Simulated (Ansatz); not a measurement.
System: sum formula BNH$_{2}$F$_{2}$, net charge 0, singlet state. 
Geometry from a B3LYP-D3(BJ)/def2-TZVP (Ansatz, a quantum-chemistry and plane-wave program) optimisation:
```
B
F 1 1.3346
F 1 1.3346 2 117.54
N 1 1.3941 2 121.23 3 180.00
H 4 1.0045 1 122.46 2 -180.00
H 4 1.0045 5 115.08 1 -180.00
```

Quantity: vertical triplet-singlet gap (E(triplet) - E(singlet); each state is the SCF solution reached for its spin), in kJ/mol. Correlated levels leave the core frozen unless marked. UHF or UKS for open shells. No spin-orbit coupling. No relativistic terms. CBS(X,Y): correlation extrapolated as X^-3; Hartree-Fock from the larger set. The bracket is a focal-point correction in the basis named.

RI-MP2/CBS(aug-cc-pVTZ,aug-cc-pVQZ)+[CCSD(T)-MP2]/aug-cc-pVTZ (Ansatz) gives 692.6 kJ/mol.

### Question
Another calculation gave 660.1 kJ/mol. Which level was it?
(A) r2SCAN/def2-TZVPD (Ansatz)
(B) CAM-B3LYP/def2-TZVPD (Ansatz)
(C) wB97X-V/def2-TZVPD (Ansatz)
(D) BHLYP/def2-TZVPD (Ansatz)

### Answer
A, r2SCAN/def2-TZVPD (Ansatz). The others give 671.1 (BHLYP), 683.4 (CAM-B3LYP), 703.7 (wB97X-V) kJ/mol.
